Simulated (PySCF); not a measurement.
C3H5ClOSi.
Numbering: `[CH2:1]=[C:2]([CH:3]=[O:4])[SiH2:5][Cl:6]` (hydrogens: H7, H8 on C1; H9 on C3; H10, H11 on Si5)

Theory: PySCF 2.14.0, PBE0-D3(BJ)/def2-SVP geometry optimisation, gas phase.

(1) Give the optimised bond lengths and angles.

## Answers

(1) 
```json
{"bond": "C1=C2", "length (bohr)": "2.535"}
{"bond": "C2–C3", "length (bohr)": "2.785"}
{"bond": "C3=O4", "length (bohr)": "2.284"}
{"bond": "C2–Si5", "length (bohr)": "3.557"}
{"bond": "Si5–Cl6", "length (bohr)": "3.927"}
{"bond": "C1–H7", "length (bohr)": "2.074"}
{"bond": "C1–H8", "length (bohr)": "2.068"}
{"bond": "C3–H9", "length (bohr)": "2.117"}
{"bond": "Si5–H10, Si5–H11", "length (bohr)": "2.807"}
```

Bonds in one row agree within 0.02 bohr and their mean is given. A selection of angles:
```json
{"angle": "C2–C1–H7", "degrees": "120.9"}
{"angle": "C2–C1–H8", "degrees": "121.7"}
{"angle": "H7–C1–H8", "degrees": "117.4"}
{"angle": "C1–C2–C3", "degrees": "120.3"}
{"angle": "C1–C2–Si5", "degrees": "125.4"}
{"angle": "C3–C2–Si5", "degrees": "114.3"}
{"angle": "C2–C3–O4", "degrees": "122.4"}
{"angle": "C2–C3–H9", "degrees": "116.4"}
{"angle": "O4–C3–H9", "degrees": "121.2"}
{"angle": "C2–Si5–Cl6", "degrees": "106.6"}
{"angle": "C2–Si5–H10", "degrees": "111.5"}
{"angle": "Cl6–Si5–H10", "degrees": "108.0"}
{"angle": "H10–Si5–H11", "degrees": "111.3"}
```

Dihedral angles: C1–C2–C3–O4 179° (antiperiplanar); C1–C2–Si5–Cl6 1° (synperiplanar).

The 6 heavy atoms lie in one plane (0.009 Å rms). The 2 C–C bonds span 1.341 Å (C1=C2, drawn double) to 1.474 Å (C2–C3, drawn single), a spread of 0.133 Å. Of the pairs four or more bonds apart, Cl6···H8 is among the closest relative to their van der Waals radii: 2.83 Å, 96 % of the sum of Bondi's values. Si5 (chlorine-bound silicon) is tetrahedral (angles from 106.6° to 111.5°).

No frequency check. One conformer, not necessarily the lowest.

On an Arm Neoverse V1 with one thread, no GPU, on a shared host, this took 50 s and 0.51 GiB of memory at its peak. These figures are those of the optimisation.
